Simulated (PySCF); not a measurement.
Ligand exchange on a metal centre used in film growth or etching (Mo F-OH). Isolated molecules, 0 K electronic values unless said otherwise. One relaxed conformer stands for each flexible species; it need not be the lowest.

Level of theory: TPSSh-D3(BJ)/def2-TZVP // TPSS-D3(BJ)/def2-SVP (PySCF). All candidates: neutral, multiplicity 1. 

- HOMO–LUMO gap: 4.20 eV
- HOMO: -8.17 eV
- LUMO: -3.97 eV

### Question
Which member has these values?
A. [Mo(F)3(OH)3]
B. [Mo(F)(OH)5]
C. [Mo(F)4(OH)2]
D. [Mo(OH)6]

### Answer
B, [Mo(F)(OH)5]. The others give [Mo(F)4(OH)2]: 4.88 eV, -9.77 eV, -4.89 eV; [Mo(F)3(OH)3]: 4.31 eV, -8.99 eV, -4.68 eV; [Mo(OH)6]: 3.92 eV, -7.90 eV, -3.99 eV
